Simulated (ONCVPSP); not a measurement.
## I (Z = 53), ONCV: configuration errors across variants

ONCVPSP 4.0.1 input, shortened (lines: element, Z, core and valence counts, functional; n l f; lmax; l rc ep ncon nbas qcut; lloc lpopt rc5 dvloc0; l nproj debl; icmod fcfact rcfact), LDA (Perdew-Zunger), scalar-relativistic:

```
  I 53.00    6    5        3      upf
    1    0    2.00
    2    0    2.00
    2    1    6.00
    3    0    2.00
    3    1    6.00
    3    2   10.00
    4    0    2.00
    4    1    6.00
    4    2   10.00
    5    0    2.00
    5    1    5.00
    2
    0    1.30    0.00    4    7   11.50
    1    1.35    0.00    4    7   12.70
    2    1.15    0.00    3    7   11.60
    4    2    1.15    2.00
    0    2    0.70
    1    3    4.00
    2    2    3.70
    0    0.00    0.00
```

All-electron excitation energies from the reference (eV): (1) 4s2 4p6 4d10 5s2 5p4 11.305; (2) 4s2 4p6 4d10 5s2 5p3 31.369; (3) 4s2 4p6 4d10 5s2 5p2 60.983; (4) 4s2 4p6 4d9 5s2 5p6 45.775.

1 further variants failed, have other tests or too few solved ones, and are left out.

Errors AE − PS in meV (a dash: test not solved or not reliable):

```csv
change,(1),(2),(3),(4),bound ghosts,GHOST(+) flags above zero
base,-2.5,-7.3,-15,+15,none,none
p: qcut 10.7,-2.7,-7.8,-16,+16,none,none
p: qcut 12.8,-2.5,-7.3,-15,+15,none,none
p: qcut 14,-2.3,-6.9,-14,+15,none,none
p: qcut 16.1,-2.1,-6.4,-13,+14,none,none
```

**Question.** Give the same row for: p: qcut 8.6.

**Answer.** -2.7, -8.0, -16, +17; bound ghosts: none; GHOST(+) flags above zero: none.
